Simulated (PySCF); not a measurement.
## Where the electron goes

Species: C₃H₃O₅S (charge -1).
Z-matrix (Å and degrees, PBE0-D3(BJ)/def2-SVP geometry), rows numbered from 1:
```
O 
C   1  1.2439
O   2  1.2378  1  132.05
C   2  1.5410  1  111.24  3  -176.05
C   4  1.3383  2  121.43  1   143.14
S   5  1.7371  4  122.25  2  -171.97
O   6  1.4573  5  110.83  4    -7.95
O   6  1.4501  5  110.91  4  -144.82
O   6  1.6453  5  102.47  4   105.34
H   4  1.0958  2  118.39  1   -30.24
H   5  1.0937  4  122.60  2     7.65
H   9  0.9684  6  106.19  5   -69.84
```

The calculation used PySCF, TDDFT B3LYP/def2-SVPD, vertical, gas phase, core orbitals frozen in the response. The geometry's basis has no diffuse functions, a weakness for an anion.

Kohn–Sham orbitals with the atoms that hold most of them (Löwdin shares over 4%, at most four atoms; ? is withheld):

| orbital | ε (eV) | atoms |
| --- | --- | --- |
| HOMO-3 | -4.69 | C5 34%, C4 25%, O8 6%, O3 6% |
| HOMO-2 | -2.96 | O3 44%, O1 43%, C2 12% |
| HOMO-1 | -2.65 | ? |
| HOMO | -2.53 | ? |
| LUMO | 1.88 | C4 33%, C5 21%, S6 10%, O1 7% |
| LUMO+1 | 2.56 | S6 32%, O9 25%, H12 20%, O7 6% |
| LUMO+2 | 3.77 | S6 53%, O8 14%, O7 10%, O9 9% |

Q: Which atoms hold the HOMO, and with what shares?

A: O3 (bonded to C) 50%; O1 (bonded to C) 35%; C2 (bonded to C and 2 O) 6%. By element: oxygen 85% or more, carbon 6% or more.

Q: Give the leading atoms of the HOMO-1.

A: O1 (bonded to C) 44%; O3 (bonded to C) 27%; C4 (bonded to 2 C and H) 13%; C2 (bonded to C and 2 O) 12%. By element: oxygen 71% or more, carbon 24% or more.

Q: The HOMO–LUMO gap is 4.41 eV. Where does the response calculation put the lowest singlet, and from which orbitals?

A: S1 is at 3.37 eV (f = 0.0072), 1.04 eV below the gap, made of HOMO→LUMO (64%), HOMO-1→LUMO (34%). Without the coupling terms of the response equations the lowest excitation would equal the gap.

Q: One configuration dominates each of S3, S4, S5 and S6. Which, and how do the shares of the two leading atoms of either orbital change from the occupied to the empty one?

A: 
- S3 (4.07 eV, f 0.016), HOMO-2→LUMO (91%): O3 44% → at most 7%, O1 43% → 7%, C4 at most 2% → 33%, C5 at most 2% → 21%
- S4 (4.52 eV, f 0.0023), HOMO→LUMO+1 (96%): O3 50% → at most 7%, O1 35% → at most 7%, S6 at most 4% → 32%, O9 at most 4% → 25%
- S5 (4.61 eV, f 0.0004), HOMO-1→LUMO+1 (96%): O1 44% → at most 7%, O3 27% → at most 7%, S6 at most 5% → 32%, O9 at most 5% → 25%
- S6 (4.96 eV, f 0.0001), HOMO-2→LUMO+1 (99%): O3 44% → at most 7%, O1 43% → at most 7%, S6 at most 2% → 32%, O9 at most 2% → 25%

Löwdin shares depend on the basis, the more so with diffuse functions.

One conformer stands for the species.
